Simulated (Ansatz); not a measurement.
Molecule: difluoro(trifluoromethyl)borane, CBF$_{5}$ (charge 0, singlet). 
Structure (B3LYP-D3(BJ)/def2-TZVP (Ansatz, an electronic-structure program) minimum search):
```xyz
7

F      1.4935     1.2882     0.0821
B      0.9760     0.0872     0.0174
F      1.7525    -0.9653    -0.0240
C     -0.6312    -0.0743    -0.0114
F     -1.1860     0.4743     1.0930
F     -1.0272    -1.3575    -0.0685
F     -1.1543     0.5613    -1.0845
```

Total electronic energies in hartree. Valence correlation only, unless marked. Spin-orbit coupling is left out. Non-relativistic. Basis-set limits of correlation are two-point, X^-3; Hartree-Fock from the larger set.

```tsv
level	program	energy (Eh)
HF/aug-cc-pVTZ	Ansatz	-560.10315
HF/cc-pVQZ	Ansatz	-560.14030
BLYP-D4/def2-TZVPD	Ansatz + dftd4	-562.50675
PBE0-D3(BJ)/def2-TZVPD	Ansatz + dftd3	-562.00145
PBE0-D4/def2-TZVPD	Ansatz + dftd4	-562.00215
r2SCAN0-D4/def2-TZVPD	Ansatz + dftd4	-562.23890
r2SCAN0/def2-TZVPD	Ansatz	-562.23763
CAM-B3LYP/def2-TZVPD	Ansatz	-562.41205
LC-wPBE/def2-TZVPD	Ansatz	-562.23287
MP2/cc-pVDZ	Ansatz	-561.02995
MP2/aug-cc-pVTZ	Ansatz	-561.62974
SCS-MP2/6-31G	Ansatz	-560.40586
CCSD(T)/STO-3G	Ansatz	-552.31021
CCSD(T)/aug-cc-pVDZ	Ansatz	-561.20129
CCSD(T)/CBS(aug-cc-pVTZ,aug-cc-pVQZ)	Ansatz	-561.9121
```

Totals of different functionals don't rank their quality; only differences between species are comparable.
